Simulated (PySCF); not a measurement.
C6H13OP.
Structure used (PBE0-D3(BJ)/def2-SVP), in Å, numbered top down from 1:
```xyz
21
C6H13OP angstrom
C     -1.4624   -1.5576    0.1581
C     -0.9970   -0.1667    0.5798
C     -2.1629    0.7429    0.9596
P     -0.0855    0.5969   -0.8081
O     -0.8866    0.8315   -2.0504
C      1.2509    1.6319   -0.2083
C      1.6746    0.2363   -0.7643
C      2.3705   -0.7595    0.1260
H     -2.0873   -1.4925   -0.7457
H     -2.0599   -2.0228    0.9579
H     -0.6148   -2.2228   -0.0649
H     -0.2928   -0.2430    1.4251
H     -2.8152    0.9087    0.0889
H     -2.7632    0.2832    1.7599
H     -1.8166    1.7262    1.3129
H      1.3584    1.7777    0.8733
H      1.5431    2.5068   -0.7982
H      2.1045    0.3123   -1.7719
H      2.3783   -1.7628   -0.3266
H      1.8853   -0.8401    1.1110
H      3.4169   -0.4611    0.3019
```

NICS is the negative of the GIAO shielding at a point without a nucleus: at the ring centre (0) and 1 Å above and below it (1); zz is the component along the ring normal. Level: GIAO PBE0/pcSseg-1 (PySCF, non-relativistic, gas phase) on the PBE0-D3(BJ)/def2-SVP geometry, one conformer.

Ring bond lengths (Å), with Mayer bond orders in brackets: P4–C6 1.794 (0.87), C6–C7 1.561 (0.88), C7–P4 1.797 (0.85).

Question: Give the NICS values of each ring in ppm.

Answer: 
```csv
ring,type,NICS(0),"NICS(1), two faces","NICS(1)zz, two faces",rms pucker (Å),"centre to ring atoms, mean (Å)"
P4–C6–C7,3-membered ring with P; formal bonds all single,-23.9,-4.8 / -8.0,-9.3 / -12.7,0.00,0.99
```

Question: What do they say, and how far can they be read as aromaticity?

Answer: 
- P4–C6–C7: mean NICS(1)zz -11.0 ppm, shielded. P4, C6, C7 have four or more neighbours, so the value isn't read as a sign of a π ring current. The two faces differ by 3.4 ppm, so no symmetry operation interchanges them. NICS(0) lies 17 ppm below the mean NICS(1).

Question: What is the mean of the two in-plane components of NICS at the second NICS(1) probe listed for ring P4–C6–C7, 1 Å off the ring?

Answer: The isotropic value is a third of the trace: (3 × -8.0 − (-12.7))/2 = -5.7 ppm.

Question: How do the values depend on the level or the medium?

Answer: 
```json
{"level": "PBE0/pcSseg-1, gas", "NICS(0), P4–C6–C7": "-23.9", "mean NICS(1)zz, P4–C6–C7": "-11.0"}
{"level": "wB97X-D/pcSseg-1, gas", "NICS(0), P4–C6–C7": "-23.6", "mean NICS(1)zz, P4–C6–C7": "-11.0"}
{"level": "PBE0/pcSseg-1, IEF-PCM cyclohexane", "NICS(0), P4–C6–C7": "-24.1", "mean NICS(1)zz, P4–C6–C7": "-11.1"}
{"level": "PBE0/pcSseg-1, IEF-PCM tetrahydrofuran", "NICS(0), P4–C6–C7": "-24.4", "mean NICS(1)zz, P4–C6–C7": "-11.2"}
```

The geometry is the same throughout; the continuum's cavity takes Bondi-type radii × 1.2.
